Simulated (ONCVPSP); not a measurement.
**Logarithmic derivatives: N, ONCV**

- Element: nitrogen (N)
- Generator: ONCVPSP 4.0.1
- Type: optimised norm-conserving Vanderbilt (ONCV)
- Functional: LDA (Perdew-Wang 92)
- Relativity: fully relativistic
- Frozen core: [He]
- Valence charge: 5
- Reference configuration: 2s2 2p2.5 (charge +0.5)
- Partial waves: 2s: rc 0.90 bohr, ncon 4, nbas 8, qcut 5.7 1/bohr, 2 projectors, debl 1.8 Ha; 2p: rc 1.25 bohr, ncon 3, nbas 7, qcut 6.9 1/bohr, 3 projectors, debl 3.3 Ha; d scattering state at 0.14 Ha: rc 1.10 bohr, ncon 3, nbas 7, qcut 9.9 1/bohr, 2 projectors, debl 1.5 Ha
- Local potential: polynomial inside 0.80 bohr (lpopt 5, dvloc0 6 Ha)
- Core correction: Teter function fitted to the true core (icmod 2), fcfact 0.5

Open shells are filled in proportion to 2j + 1.

The phase is arctan(r·R′/R) of the radial function R(r), unwrapped; energies in Ha, scanned from -2 to 5 Ha. A pole is an energy at which the radial function vanishes at the test radius. The pseudo phase is shifted by a multiple of π to meet the all-electron one at the reference energy, and phase errors are pseudo minus all-electron; the curves can meet again beyond the range given. Levels narrower than the energy grid can be missing from the lists of poles.

```tsv
channel	radius (bohr)	reference energy (Ha)	poles, all-electron	poles, pseudo	unbroken range about the reference energy with phases within 0.05 rad	phase error 1 Ha above the reference energy (rad)
s	0.91	-0.92	none	none	the whole range	-0.000
p3/2	1.27	-0.50	1.20	1.20	the whole range	-0.000
p1/2	1.27	-0.50	1.20	1.20	the whole range	-0.000
d5/2	1.11	0.14	none	none	the whole range	-0.000
d3/2	1.11	0.14	none	none	the whole range	-0.000
```

Phases in the d5/2 channel:

```json
{"E (Ha)": "-1.98", "all-electron": "1.070", "pseudo": "1.070"}
{"E (Ha)": "-1.80", "all-electron": "1.053", "pseudo": "1.053"}
{"E (Ha)": "-1.62", "all-electron": "1.035", "pseudo": "1.035"}
{"E (Ha)": "-1.44", "all-electron": "1.015", "pseudo": "1.015"}
{"E (Ha)": "-1.26", "all-electron": "0.994", "pseudo": "0.994"}
{"E (Ha)": "-1.08", "all-electron": "0.970", "pseudo": "0.970"}
{"E (Ha)": "-0.90", "all-electron": "0.944", "pseudo": "0.944"}
{"E (Ha)": "-0.72", "all-electron": "0.916", "pseudo": "0.916"}
{"E (Ha)": "-0.54", "all-electron": "0.885", "pseudo": "0.885"}
{"E (Ha)": "-0.36", "all-electron": "0.850", "pseudo": "0.850"}
{"E (Ha)": "-0.18", "all-electron": "0.811", "pseudo": "0.811"}
{"E (Ha)": "0.00", "all-electron": "0.768", "pseudo": "0.768"}
{"E (Ha)": "0.18", "all-electron": "0.721", "pseudo": "0.721"}
{"E (Ha)": "0.36", "all-electron": "0.667", "pseudo": "0.667"}
{"E (Ha)": "0.54", "all-electron": "0.606", "pseudo": "0.606"}
{"E (Ha)": "0.72", "all-electron": "0.538", "pseudo": "0.538"}
{"E (Ha)": "0.90", "all-electron": "0.463", "pseudo": "0.463"}
{"E (Ha)": "1.08", "all-electron": "0.378", "pseudo": "0.378"}
{"E (Ha)": "1.26", "all-electron": "0.285", "pseudo": "0.285"}
{"E (Ha)": "1.44", "all-electron": "0.183", "pseudo": "0.183"}
{"E (Ha)": "1.62", "all-electron": "0.074", "pseudo": "0.074"}
{"E (Ha)": "1.80", "all-electron": "-0.041", "pseudo": "-0.041"}
{"E (Ha)": "1.98", "all-electron": "-0.158", "pseudo": "-0.158"}
{"E (Ha)": "2.16", "all-electron": "-0.275", "pseudo": "-0.275"}
{"E (Ha)": "2.34", "all-electron": "-0.389", "pseudo": "-0.389"}
{"E (Ha)": "2.52", "all-electron": "-0.496", "pseudo": "-0.496"}
{"E (Ha)": "2.70", "all-electron": "-0.597", "pseudo": "-0.597"}
{"E (Ha)": "2.88", "all-electron": "-0.688", "pseudo": "-0.688"}
{"E (Ha)": "3.06", "all-electron": "-0.771", "pseudo": "-0.771"}
{"E (Ha)": "3.24", "all-electron": "-0.846", "pseudo": "-0.846"}
{"E (Ha)": "3.42", "all-electron": "-0.912", "pseudo": "-0.912"}
{"E (Ha)": "3.60", "all-electron": "-0.972", "pseudo": "-0.972"}
{"E (Ha)": "3.78", "all-electron": "-1.025", "pseudo": "-1.025"}
{"E (Ha)": "3.96", "all-electron": "-1.072", "pseudo": "-1.072"}
{"E (Ha)": "4.14", "all-electron": "-1.115", "pseudo": "-1.115"}
{"E (Ha)": "4.32", "all-electron": "-1.153", "pseudo": "-1.153"}
{"E (Ha)": "4.50", "all-electron": "-1.188", "pseudo": "-1.188"}
{"E (Ha)": "4.68", "all-electron": "-1.219", "pseudo": "-1.219"}
{"E (Ha)": "4.86", "all-electron": "-1.248", "pseudo": "-1.248"}
```
